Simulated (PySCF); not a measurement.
C4H9Cl, SMILES CC(C)(C)Cl.

Geometry: B3LYP-D3(BJ)/def2-SVP.

Method: r2SCAN/def2-TZVP run with PySCF.

The molecule is in vacuum.

Computed frontier levels, gap, dipole moment and polarisability:
```
Property                                                                                                        Value
---------------------------------------------------------------------------------------------  ----------------------
highest occupied level                                                                                       -7.11 eV
lowest empty level                                                                                           -0.21 eV
orbital gap                                                                                                   6.90 eV
dipole moment                                                                                               0.483 e·Å
quadrupole, principal values (traceless, Buckingham form, about the centre of nuclear charge)   -2.19, 1.10, 1.10 D·Å
mean static polarisability                                                                       63.4 bohr³ (9.40 Å³)
polarisability, principal values                                                               60.0, 60.0, 70.3 bohr³
```
